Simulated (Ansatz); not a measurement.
`[SiH3][GeH2][SH]` + H₂ → `[SH][GeH3]` + SiH₄ at 500 K and 1 bar (hydrogenolysis of a Ge–Si bond).

Isolated molecules relaxed with PBE0-D4/def2-TZVP in Ansatz; ΔE leaves out vibrations. CBS: MP2 limit from def2 TZ/QZ plus the TZ coupled-cluster correction, frozen cores. This one scheme is used for every species. For Ge outer-core shells are correlated without core-valence functions, which leaves a few kJ/mol of doubt a bond. Scalar relativity is left out up to krypton. Each species was taken in one conformer, which may not be the lowest.

| species | CCSD(T)/CBS energy (Eh) | H − E (kJ/mol) | S (J/(mol·K)) |
| --- | --- | --- | --- |
| `[SiH3][GeH2][SH]` | -2766.58811 | 176.2 | 416.5 |
| H₂ | -1.17544 | 41.0 | 145.5 |
| `[SH][GeH3]` | -2476.30083 | 114.8 | 326.3 |
| SiH₄ | -291.46306 | 102.4 | 230.9 |

H − E and S are ideal-gas, rigid-rotor, harmonic terms from PBE0-D4/def2-TZVP, for one conformer and one mirror image of each species. The MP2-based limit puts H₂ 0.8 mEh under its directly extrapolated value; such offsets cancel only in part. 1 Eh = 2625.50 kJ/mol, R = 8.31446 J/(mol·K).

Q: By hand: ΔE, ΔH, ΔS and ΔG.

A: ΔE = (-2476.30083) + (-291.46306) − (-2766.58811) − (-1.17544) = -0.00034 Eh = -0.9 kJ/mol. Δ(H − E) = 114.8 + 102.4 − 176.2 − 41.0 = 0.0, so ΔH = -0.9 kJ/mol. ΔS = 326.3 + 230.9 − 416.5 − 145.5 = -4.8 J/(mol·K). ΔG = -0.9 − 500 × (-4.8)/1000 = 1.5 kJ/mol.

Q: By hand: the equilibrium constant, and the temperature at which ΔG would vanish if ΔH and ΔS stayed fixed.

A: log₁₀ K = −ΔG/(RT ln 10) = -0.2. ΔG = 0 at ΔH/ΔS = 188 K, though so small a ΔH makes that figure unsure.

TΔS isn't small against ΔH here. The sign of ΔG lies within the doubt. A doubt of 5 kJ/mol in ΔE shifts log₁₀ K by 0.5 here. Other conformers and mirror images would add mixing entropy, several J/(mol·K) or more a flexible species. These are equilibria of isolated gas molecules and say nothing of rates. Largest T1 diagnostic: 0.012 (customary marks: 0.02 for closed shells, 0.045 for open ones).
